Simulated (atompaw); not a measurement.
What the settings do to the PAW (atompaw) potential of Zr (Z = 40)

Base potential:

```
Element                 : zirconium
Generator               : atompaw 4.2.0.5
Type                    : PAW
Functional              : LDA (PW92)
Relativity              : scalar-relativistic
Frozen core             : [Ar] 3d10
Valence charge          : 12
Reference configuration : 4s2 4p6 4d2 5s2 5p0
Partial waves           : 4s (bound): rc 1.55 bohr; 5s (bound): rc 2.05 bohr; 4p (bound): rc 2.05 bohr; 5p (bound, empty): rc 2.05 bohr; 4d (bound): rc 2.05 bohr; 4d channel at 4.6 Ry: rc 2.00 bohr
Local potential         : bessel scheme, radius 2.00 bohr
Core correction         : smooth core density matched at 1.55 bohr
Augmentation charge     : besselshape compensation charge, radius 1.85 bohr; PAW radius 2.05 bohr; waves and projectors: custom polynom vanderbiltortho
```

Cutoffs, loose and tight: the cutoffs (Ry, on a coarse ladder) from which the occupation-weighted sum of valence levels, in a spherical-Bessel basis at the reference potential, stays within 10 and 1 mRy of its value at 400 Ry. They see the waves, projectors and local potential, not the compensation charge or the core. A dash means not determined.

```csv
change,outcome,"cutoff, loose","cutoff, tight",bound ghosts
base,generated,25 Ry,35 Ry,none
"all radii scaled by about 0.76 (s 1.18, p 1.56, d 1.56 bohr); local potential bessel scheme, radius 1.52 bohr; augmentation besselshape compensation charge, radius 1.40 bohr; PAW radius 1.56 bohr; waves and projectors: custom polynom vanderbiltortho; core correction smooth core density matched at 1.18 bohr",generated,40 Ry,80 Ry,none
"all radii scaled by about 0.85 (s 1.32, p 1.74, d 1.74 bohr); local potential bessel scheme, radius 1.70 bohr; augmentation besselshape compensation charge, radius 1.56 bohr; PAW radius 1.74 bohr; waves and projectors: custom polynom vanderbiltortho; core correction smooth core density matched at 1.32 bohr",generated,35 Ry,60 Ry,none
"all radii scaled by about 0.94 (s 1.46, p 1.92, d 1.92 bohr); local potential bessel scheme, radius 1.88 bohr; augmentation besselshape compensation charge, radius 1.74 bohr; PAW radius 1.92 bohr; waves and projectors: custom polynom vanderbiltortho; core correction smooth core density matched at 1.46 bohr",generated,30 Ry,40 Ry,none
"all radii scaled by about 1.10 (s 1.70, p 2.26, d 2.26 bohr); local potential bessel scheme, radius 2.20 bohr; augmentation besselshape compensation charge, radius 2.04 bohr; PAW radius 2.26 bohr; waves and projectors: custom polynom vanderbiltortho; core correction smooth core density matched at 1.70 bohr",generated,21 Ry,30 Ry,none
"all radii scaled by about 1.20 (s 1.86, p 2.46, d 2.46 bohr); local potential bessel scheme, radius 2.40 bohr; augmentation besselshape compensation charge, radius 2.22 bohr; PAW radius 2.46 bohr; waves and projectors: custom polynom vanderbiltortho; core correction smooth core density matched at 1.86 bohr",generated,18 Ry,30 Ry,none
```

What comes out with this change to the base: all radii scaled by about 1.29 (s 2.00, p 2.64, d 2.64 bohr); local potential bessel scheme, radius 2.58 bohr; augmentation besselshape compensation charge, radius 2.38 bohr; PAW radius 2.64 bohr; waves and projectors: custom polynom vanderbiltortho; core correction smooth core density matched at 2.00 bohr?

outcome: generated; cutoff, loose: 15 Ry; cutoff, tight: 25 Ry; bound ghosts: none.

Reading the sweep of the scale of all radii (base = 1) (base included, trends over the rows without a ghost): The loose cutoff falls from 40 Ry at 0.76 to 15 Ry at 1.29. A larger radius leaves more room for a smooth pseudo-wave, so fewer plane waves are needed; a smaller one forces it to follow the all-electron wave where it bends sharply.
